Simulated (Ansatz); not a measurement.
Consider the ligand exchange at the Si–O bond: `[NH2][In]([SH])[O][SiH3]` + `[BH2][AlH][OH]` → `[BH2][AlH][O][SiH3]` + `[NH2][In]([OH])[SH]`.

Gas-phase electronic energies from Ansatz, PBE0-D4/def2-TZVP geometries. CCSD(T)/CBS adds triple-zeta CCSD(T) − MP2 to the extrapolated MP2 energy (def2 sets, frozen cores). Functionals use def2-TZVPP. B3LYP here is the variant with VWN-RPA as its local correlation; programs differ in this. HSE06 is defined as in plane-wave codes. Elements past krypton have def2 core potentials. For In outer-core shells are correlated without core-valence functions, which leaves a few kJ/mol of doubt a bond. One conformer a species, not always the lowest.

```json
{"level": "LDA (SPW92)", "ΔE (kcal/mol)": "-0.3", "difference from CCSD(T)/CBS": "-0.5"}
{"level": "PBE-D4", "ΔE (kcal/mol)": "-0.6", "difference from CCSD(T)/CBS": "-0.8"}
{"level": "revPBE-D4", "ΔE (kcal/mol)": "-0.8", "difference from CCSD(T)/CBS": "-1.0"}
{"level": "BLYP-D4", "ΔE (kcal/mol)": "-1.0", "difference from CCSD(T)/CBS": "-1.2"}
{"level": "r2SCAN-D4", "ΔE (kcal/mol)": "-0.5", "difference from CCSD(T)/CBS": "-0.7"}
{"level": "B97M-V", "ΔE (kcal/mol)": "-0.2", "difference from CCSD(T)/CBS": "-0.4"}
{"level": "PBE0-D4", "ΔE (kcal/mol)": "-0.4", "difference from CCSD(T)/CBS": "-0.6"}
{"level": "B3LYP-D4", "ΔE (kcal/mol)": "-0.8", "difference from CCSD(T)/CBS": "-1.0"}
{"level": "r2SCANh-D4", "ΔE (kcal/mol)": "-0.4", "difference from CCSD(T)/CBS": "-0.6"}
{"level": "r2SCAN0-D4", "ΔE (kcal/mol)": "-0.3", "difference from CCSD(T)/CBS": "-0.5"}
{"level": "HSE06-D4", "ΔE (kcal/mol)": "-0.4", "difference from CCSD(T)/CBS": "-0.6"}
{"level": "BHLYP-D4", "ΔE (kcal/mol)": "-0.4", "difference from CCSD(T)/CBS": "-0.6"}
{"level": "CAM-B3LYP-D4", "ΔE (kcal/mol)": "-0.6", "difference from CCSD(T)/CBS": "-0.8"}
{"level": "ωB97X-V", "ΔE (kcal/mol)": "-0.2", "difference from CCSD(T)/CBS": "-0.4"}
{"level": "ωB97M-V", "ΔE (kcal/mol)": "-0.2", "difference from CCSD(T)/CBS": "-0.4"}
{"level": "PBE-QIDH", "ΔE (kcal/mol)": "-0.2", "difference from CCSD(T)/CBS": "-0.4"}
{"level": "PBE", "ΔE (kcal/mol)": "-0.9", "difference from CCSD(T)/CBS": "-1.1"}
{"level": "revPBE", "ΔE (kcal/mol)": "-1.3", "difference from CCSD(T)/CBS": "-1.5"}
{"level": "BLYP", "ΔE (kcal/mol)": "-1.6", "difference from CCSD(T)/CBS": "-1.8"}
{"level": "r2SCAN", "ΔE (kcal/mol)": "-0.6", "difference from CCSD(T)/CBS": "-0.8"}
{"level": "r2SCANh", "ΔE (kcal/mol)": "-0.5", "difference from CCSD(T)/CBS": "-0.7"}
{"level": "r2SCAN0", "ΔE (kcal/mol)": "-0.5", "difference from CCSD(T)/CBS": "-0.7"}
{"level": "HSE06", "ΔE (kcal/mol)": "-0.7", "difference from CCSD(T)/CBS": "-0.9"}
{"level": "BHLYP", "ΔE (kcal/mol)": "-1.0", "difference from CCSD(T)/CBS": "-1.2"}
{"level": "CAM-B3LYP", "ΔE (kcal/mol)": "-0.9", "difference from CCSD(T)/CBS": "-1.1"}
{"level": "LC-ωPBE", "ΔE (kcal/mol)": "-0.5", "difference from CCSD(T)/CBS": "-0.7"}
{"level": "HF/def2-SVP", "ΔE (kcal/mol)": "-0.5", "difference from CCSD(T)/CBS": "-0.7"}
{"level": "MP2/def2-SVP", "ΔE (kcal/mol)": "1.6", "difference from CCSD(T)/CBS": "1.4"}
{"level": "CCSD/def2-SVP", "ΔE (kcal/mol)": "1.2", "difference from CCSD(T)/CBS": "1.0"}
{"level": "CCSD(T)/def2-SVP", "ΔE (kcal/mol)": "1.5", "difference from CCSD(T)/CBS": "1.3"}
{"level": "MP2/def2-TZVPP", "ΔE (kcal/mol)": "0.3", "difference from CCSD(T)/CBS": "0.1"}
{"level": "SCS-MP2/def2-TZVPP", "ΔE (kcal/mol)": "0.0", "difference from CCSD(T)/CBS": "-0.2"}
{"level": "CCSD/def2-TZVPP", "ΔE (kcal/mol)": "0.0", "difference from CCSD(T)/CBS": "-0.2"}
{"level": "CCSD(T)/def2-TZVPP", "ΔE (kcal/mol)": "0.2", "difference from CCSD(T)/CBS": "0.0"}
{"level": "HF/def2-QZVPP", "ΔE (kcal/mol)": "-1.2", "difference from CCSD(T)/CBS": "-1.4"}
{"level": "MP2/def2-QZVPP", "ΔE (kcal/mol)": "0.3", "difference from CCSD(T)/CBS": "0.1"}
{"level": "SCS-MP2/def2-QZVPP", "ΔE (kcal/mol)": "-0.1", "difference from CCSD(T)/CBS": "-0.3"}
{"level": "HF/CBS(def2)", "ΔE (kcal/mol)": "-1.2", "difference from CCSD(T)/CBS": "-1.4"}
{"level": "MP2/CBS(def2)", "ΔE (kcal/mol)": "0.3", "difference from CCSD(T)/CBS": "0.1"}
{"level": "CCSD/CBS(def2)", "ΔE (kcal/mol)": "0.0", "difference from CCSD(T)/CBS": "-0.2"}
{"level": "CCSD(T)/CBS", "ΔE (kcal/mol)": "0.2", "difference from CCSD(T)/CBS": "0"}
```

Largest T1 diagnostic among the species: 0.015.

At CCSD(T), def2-SVP lies +1.3 kcal/mol from the extrapolated value and def2-TZVPP −0.0 kcal/mol. Leaving LDA and LC-ωPBE aside and taking each functional with its dispersion term where it has one, the values spread over 0.8 kcal/mol, from BLYP-D4 to PBE-QIDH.
